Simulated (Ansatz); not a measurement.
Cartesian coordinates in Å:
```
N 1.256 -0.183 -0.262
Ta -0.442 0.064 0.093
F -0.795 -0.625 1.800
F -0.795 1.905 0.041
F -1.454 -0.836 -1.203
H 2.230 -0.325 -0.468
```

The species carries charge 0 and has multiplicity 1. Ta: def2 effective core potential.

List the ωB97M-V/def2-TZVPP orbital energies in eV (the Gaussian-basis code of Ansatz). (An estimate is asked.)

Computed: Occupied: -677.88, -677.87, -677.87, -394.39, -79.97, -45.93, -45.93, -45.76, -35.71, -35.22, -35.22, -24.57, -16.36, -16.35, -16.29, -15.99, -15.83, -15.83, -14.95, -14.95, -14.83, -14.68, -10.87, -10.87. Lowest empty: 0.71, 1.17, 1.17, 1.59, 2.85, 2.85, 3.01, 4.19.
